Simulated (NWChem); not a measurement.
Molecule: C3H6F2; SMILES FC(C)(C)F

Results from NWChem. Pople sets run with spherical d functions. All runs use the structure optimised with PBE0/def2-SVP. B3LYP is NWChem's, with the RPA form of VWN correlation. Vertical excitations in the gas phase; the lowest state need not have the same character in each row.

```tsv
level	lowest excitation, singlet (eV)	oscillator strength of that lowest state	orbital gap (eV)
PBE/6-31+G*, full TDDFT	7.64	0.048	7.61
B3LYP/6-31+G*, full TDDFT	[?]	0.055	[?]
PBE0/6-31+G*, full TDDFT	8.82	0.055	9.97
```

Q: What belongs in the gaps?

A: 
- B3LYP/6-31+G*, full TDDFT, lowest excitation, singlet (eV): 8.52
- B3LYP/6-31+G*, full TDDFT, orbital gap (eV): 9.43
